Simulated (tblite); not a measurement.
Species: C₈H₁₆FP.
Geometry (GFN2-xTB, Å), atoms numbered from 1 in this order:
```
atom  x, y, z in Å
C1    -2.040    0.018    1.460
C2    -1.820   -0.076   -0.048
C3    -1.326   -1.457   -0.493
C4     0.099   -1.774   -0.056
P5     1.299   -0.609   -0.873
C6     2.714   -0.844    0.301
C7     0.561    0.936   -0.105
C8     1.339    2.175   -0.538
C9    -0.894    1.037   -0.553
F10   -0.920    1.013   -1.940
H11   -2.405    1.007    1.729
H12   -2.780   -0.716    1.769
H13   -1.125   -0.169    2.015
H14   -2.788    0.094   -0.536
H15   -2.010   -2.215   -0.101
H16   -1.372   -1.499   -1.584
H17    0.356   -2.789   -0.373
H18    0.202   -1.727    1.031
H19    3.090   -1.859    0.182
H20    2.413   -0.689    1.337
H21    3.517   -0.154    0.049
H22    0.585    0.853    0.987
H23    1.272    2.295   -1.617
H24    0.935    3.070   -0.063
H25    2.388    2.083   -0.265
H26   -1.309    2.017   -0.272
```

Computed values, GFN2-xTB/tblite, gas phase, harmonic and unscaled. Against measured fundamentals such values can be off by several per cent, at times by over 20. One conformer, not necessarily the lowest.

Harmonic wavenumbers (cm⁻¹): 73.0, 98.6, 163.6, 178.9, 192.0, 195.5, 208.6, 224.0, 243.8, 267.9, 287.0, 345.9, 357.5, 399.5, 480.9, 547.3, 640.2, 685.0, 701.2, 731.3, 799.7, 859.0, 864.1, 875.6, 917.4, 945.4, 969.5, 993.0, 1017.2, 1019.9, 1069.1, 1072.2, 1097.2, 1113.7, 1161.3, 1172.5, 1187.7, 1219.1, 1260.5, 1272.8, 1288.7, 1299.5, 1322.2, 1334.7, 1342.5, 1356.1, 1410.8, 1414.3, 1444.1, 1449.2, 1463.1, 1480.3, 1494.6, 1495.6, 1502.5, 1505.1, 2866.4, 2905.4, 2919.6, 2932.3, 2949.6, 2956.5, 2981.1, 2983.3, 3003.2, 3012.8, 3019.1, 3028.1, 3029.6, 3036.6, 3037.9, 3047.9.

A = 1414, B = 1041, C = 820.0 MHz; mass 162.097 u (most abundant isotopes); point group C1, symmetry number 1.

Question: Zero-point energy?

Answer: Half the sum of the wavenumbers: 49111 cm⁻¹ = 140.41 kcal/mol.

Question: Give the ideal-gas entropy at 298.15 K and 1 bar in the rigid-rotor, harmonic-oscillator model (classical rotation).

Answer: Translation 41.18, rotation 29.97, vibration 33.57: S = 104.7 cal/(mol K).

Question: And Cp and H(298.15 K) − H(0)?

Answer: Cp = 47.36 cal/(mol K), of which vibrations give 39.41 (their classical limit is 72 R = 143.1); H(298.15 K) − H(0) = 8.08 kcal/mol without the zero-point energy, 5.71 from vibrations.

Question: What must be added to the electronic energy to get the Gibbs energy at 298.15 K and 1 bar?

Answer: ZPE + [H(298.15 K) − H(0)] − T·S = 140.41 + 8.08 − 31.22 = 117.27 kcal/mol.

Question: Blend soft modes into free rotors: weight 1/[1 + (100 cm⁻¹/ν̃)⁴] for the oscillator and the rest for a rotor with moment μB/(μ + B), μ = h/(8π²ν), B = 10⁻⁴⁴ kg m². What vibrational entropy results?

Answer: 32.56 cal/(mol K) in place of 33.57, which changes −T·S at 298.15 K by +0.30 kcal/mol.

Question: How do the functions run with temperature in this model?

Answer: 
| T (K) | S (cal/(mol K)) | Cp (cal/(mol K)) | H − H(0) (kcal/mol) | G − H(0) (kcal/mol) | ln q(vib) |
| --- | --- | --- | --- | --- | --- |
| 50 | 58.6 | 12.1 | 0.46 | -2.47 | 0.22 |
| 100 | 69.8 | 21.0 | 1.29 | -5.69 | 1.19 |
| 373.15 | 116.5 | 57.7 | 12.02 | -31.44 | 9.69 |
| 500 | 135.6 | 73.4 | 20.37 | -47.43 | 13.87 |
| 750 | 169.9 | 95.8 | 41.71 | -85.72 | 22.02 |
| 1000 | 199.6 | 110.6 | 67.63 | -132.01 | 29.78 |

q(vib) and H(0) count from the zero-point level.

Hindered rotation and anharmonicity are outside this model. Other conformers, if any are populated, would add a mixing term that is left out. The structure is chiral; the term R ln 2 for an equal mix with its mirror image is left out.

On one thread of an Intel Xeon Platinum 8488C, no GPU, shared host with 192 logical CPUs at a one-minute load of 79, this took 1.6 s. The figure is for the frequency step alone.
